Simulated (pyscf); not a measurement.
PySCF, gas phase, ωB97X-D3(BJ)/def2-SVP geometries. Correlated levels are frozen-core, on RHF or UHF. ΔMP2 is the change of the MP2 total energy from the triple- to the quadruple-zeta basis.

**Question.** For the elementary gas-phase step F–GeH₂–GeH₃ → germylene (GeH₂) [singlet] + F–GeH₃ (singlet surface; Ge–Ge, Ge–H broken, Ge–H formed), what barrier and reaction energy does CCSD(T)/def2-TZVPP + ΔMP2(QZVPP) give, measured from the reactant's lowest minimum found?

**Answer.** ΔE‡ = 42.4 kcal/mol, ΔE = +47.5 kcal/mol. Zero-point energy shifts the barrier by -1.5 kcal/mol. It is a 1,1-elimination, with an imaginary mode of 257i cm⁻¹. On the product side the descent ends in an adduct with a Ge–Ge contact, 9.2 kcal/mol under the separated species and 1.7 kcal/mol under the saddle at ωB97X-D3(BJ)/def2-TZVP. At CCSD(T) the saddle lies under the separated products, which points to a path from their complex (located at ωB97X-D3(BJ) alone), and parting the products costs more than the saddle. What is counted as broken (Ge–Ge) persists as a longer contact in the product adduct; parting that adduct is a step of its own. At ωB97X-D3(BJ) the barrier from the zero used here is 44.7 kcal/mol. This is the saddle that the search found; another between the same sides may lie lower. The CCSD(T) − MP2 part came from Ansatz, without density fitting, on the same reference. The frozen core leaves the outer d or s,p core shells of the metals and heavy elements correlated in the MP2 and CC values, and def2-TZVPP describes them poorly, which can shift differences by a few kcal/mol. Elements up to Kr have no core potential and no relativistic terms here.
